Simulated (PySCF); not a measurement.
H$_{3}$Si, doublet, at a GFN2-xTB geometry. Base run: R2SCAN/def2-SV(P) (PySCF).

PySCF was given this input:
```python
from pyscf import gto, scf, dft

mol = gto.M(
    atom='''
Si    0.00172380    0.00046639    0.05606838
H    -0.01025152    1.41163100   -0.27334508
H     1.21691602   -0.70748096   -0.29344641
H    -1.23079768   -0.71067955   -0.21816587
''',
    basis='def2-sv(p)',
    spin=1,
    verbose=4,
)

mf = dft.UKS(mol)
mf.xc = 'r2scan'
mf.kernel()
```

Variants of this job, named by their change:

```
change                                ΔE vs base (mEh)  grid points  electrons on the grid
------------------------------------  ----------------  -----------  ---------------------
base                                             0.000        48608               17.00000
grids.radi_method = gauss_chebyshev             -0.015        47440               17.00000
grids.level = 4                                 -0.030        76048               17.00000
grids.level = 5                                 -0.019       114176               17.00000
grids.level = 0                                 13.438         3488               16.99288
grids.becke_scheme = stratmann                   0.000        48608               17.00000
grids.radi_method = delley                      -0.018        52112               17.00000
grids.atom_grid = (50, 194)                     -0.340        26440               17.00001
grids.prune = dft.gen_grid.sg1_prune            -0.020        19320               17.00000
small_rho_cutoff = 0                             0.000        48608               17.00000
grids.prune = off                                0.000        80024               17.00000
```

Open shells are given as the SCF converged; they aren't shown to be the lowest states, and a large step between rows can be another state.
